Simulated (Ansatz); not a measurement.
```yaml
crystal:
  periodic: [false, false, false]
  atoms:
    - {symbol: C, position_ang: [-0.492601, -3.310242, -1.485133]}
    - {symbol: Al, position_ang: [0.911405, -0.823541, 1.709895]}
    - {symbol: Cl, position_ang: [3.222894, -2.918102, 5.155589]}
    - {symbol: B, position_ang: [0.352726, 3.801461, 1.803826]}
    - {symbol: S, position_ang: [-0.996307, 5.695267, -1.305802]}
    - {symbol: H, position_ang: [-0.642132, -5.613614, -0.816328]}
    - {symbol: H, position_ang: [-2.650815, -2.620841, -2.298880]}
    - {symbol: H, position_ang: [1.025852, -3.210164, -3.355932]}
    - {symbol: H, position_ang: [0.878057, 5.431325, 3.799279]}
    - {symbol: H, position_ang: [-1.426477, 3.456031, -3.199696]}
basis:
  gaussian: {orbitals: def2-mTZVP}
hamiltonian: {xc: {name: r2SCAN50}}
output: {forces: true}
```

```sh
$ ansatz run in.yaml --threads 4 --pin off --events-out ev --progress --plain --max-ram 10444MiB
```

Shortened log:

```
Functional definition: r2SCAN50
1100 factors; integrals over basis functions are off by at most 4.5e-4 eV
mean field evaluation 1: about -31687.9564 eV, gradient 4.5e1 eV
mean field evaluation 2: about -31298.1372 eV, gradient 1.8e2 eV
mean field evaluation 4: about -31320.8447 eV, gradient 1.5e2 eV
mean field evaluation 8: about -31704.2512 eV, gradient 2.3e1 eV
mean field evaluation 16: about -31708.3240 eV, gradient 1.3e-1 eV
mean field evaluation 32: about -31708.3302 eV, gradient 3.9e-5 eV
mean field -31708.33022595 eV, -1165.2596431255 hartree, gradient 2.5e-8 eV, S^2 0.000000; 6 other end points of the search recorded, 0 dependent functions left out
reference -31708.33024099 eV, -1165.2596436781 hartree; 31, 31 occupied and 88, 88 virtual orbitals, 1100 factors
Total energy: -31708.33024099 eV, -1165.2596436781 hartree
Atom 0 at    -0.492601    -3.310242    -1.485133 Å, force    -0.704142    -1.426789    -1.816377 eV/Å
Atom 1 at     0.911405    -0.823541     1.709895 Å, force     0.202898    -0.336483     0.241948 eV/Å
Atom 2 at     3.222894    -2.918102     5.155589 Å, force    -0.274370     0.254513    -0.407256 eV/Å
Atom 3 at     0.352726     3.801461     1.803826 Å, force     0.278562     1.499274     1.261908 eV/Å
Atom 4 at    -0.996307     5.695267    -1.305802 Å, force    -0.135690    -1.700229    -0.911218 eV/Å
Atom 5 at    -0.642132    -5.613614    -0.816328 Å, force     0.145786     2.300842    -0.669352 eV/Å
Atom 6 at    -2.650815    -2.620841    -2.298880 Å, force     2.076946    -0.659807     0.797743 eV/Å
Atom 7 at     1.025852    -3.210164    -3.355932 Å, force    -1.462965    -0.091596     1.822223 eV/Å
Atom 8 at     0.878057     5.431325     3.799279 Å, force    -0.408354    -1.279489    -1.550832 eV/Å
Atom 9 at    -1.426477     3.456031    -3.199696 Å, force     0.281329     1.439764     1.231212 eV/Å
Dipole moment:    -0.672554     0.289013    -0.809605 e Å
```

Task: Something in this input is off. What?

Result: The geometry is stretched to more than twice its size. The run converged. The result belongs to that input, not to the molecule as meant.
